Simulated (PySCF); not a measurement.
An unknown is described by computed data only.

Formula: C4H11B2ClO.

| Property | Result |
| --- | --- |
| UV, strongest line | among the 10 lowest singlet transitions: S4 at 7.24 eV (171 nm, f = 0.042) [TDDFT CAM-B3LYP/def2-SVPD] |
| UV, first state | lowest singlet excitation: 5.62 eV (220 nm, f = 0.022) [TDDFT CAM-B3LYP/def2-SVPD] |
| Valence photoelectron | vertical ionisation energy: 10.61 eV [ΔSCF CAM-B3LYP/def2-SVPD] |
| Polarisability | 94.6 au [CAM-B3LYP/def2-SVPD] |
| Rotational structure | rotational constants A, B, C: 2.706, 0.837, 0.779 GHz [PBE0-D3(BJ)/def2-SVP] |
| Triplet | lowest triplet excitation (Tamm–Dancoff): 4.99 eV [TDA CAM-B3LYP/def2-SVPD] |
| 1H NMR | chemical shifts (computed TMS as zero) by class: 7.46 (2 H), 5.19 (1 H), 4.50 (1 H), 3.31 (1 H), 3.19 (1 H), 3.04 (1 H), 2.74 (1 H), 1.40 (3 H) ppm [GIAO B3LYP/pcSseg-1] |
| 13C NMR | chemical shifts (computed TMS as zero) by class: 76.4 (1 C), 54.1 (1 C), 45.7 (1 C), 21.4 (1 C) ppm [GIAO B3LYP/pcSseg-1] |

Gas-phase values; electronic properties from PySCF, density fitting. Levels stand in brackets. Geometry: PBE0-D3(BJ)/def2-SVP, one conformer, isolated molecule. NMR classes are plain means over equivalent atoms (diastereotopic ones count apart unless rotation or inversion swaps them), as if these changed places fast.

Question: Propose a structure and show how it fits.

Answer: Numbering: `[BH2:1][CH2:2][BH:3][O:4][C@@H:5]([CH3:6])[CH2:7][Cl:8]`. 4 carbons fall into 4 classes; from least to most shielded: sp3 carbon bound to oxygen [C5] (76.4 ppm), sp3 C–Cl carbon [C7] (54.1 ppm), sp3 carbon bound to boron [C2] (45.7 ppm), methyl carbon [C6] (21.4 ppm). Hydrogen classes from least to most shielded: 2 H on a three-coordinate boron, B1 (7.46 ppm), 1 H on a three-coordinate boron, B3 (5.19 ppm), 1 H on an sp3 carbon bound to oxygen, C5 (4.50 ppm), 1 H on an sp3 C–Cl carbon, C7 (3.31 ppm), 1 H on an sp3 C–Cl carbon, C7 (3.19 ppm), 1 H on an sp3 carbon bound to boron, C2 (3.04 ppm), 1 H on an sp3 carbon bound to boron, C2 (2.74 ppm), 3 H on a methyl carbon, C6 (1.40 ppm, a mean of values up to 0.7 ppm apart in this geometry). The first electron is taken from the HOMO, whose largest Löwdin shares are 0.22 on the alkyl chlorine, 0.19 on the boron-bound oxygen, 0.16 on the sp3 carbon bound to boron and 0.13 on a three-coordinate boron. The optimised geometry has point group C1 and is an asymmetric top. Structure: `BCBO[C@@H](C)CCl`. The assignments are read from this structure; whether some other isomer fits the data as well wasn't checked. The mirror image fits equally.

Conformer computed: `[BH2:1][CH2:2][BH:3][O:4][C@@H:5]([CH3:6])[CH2:7][Cl:8]`: B1–C2–B3–O4 -86°, C2–B3–O4–C5 1°, B3–O4–C5–C6 136°, O4–C5–C7–Cl8 175°.
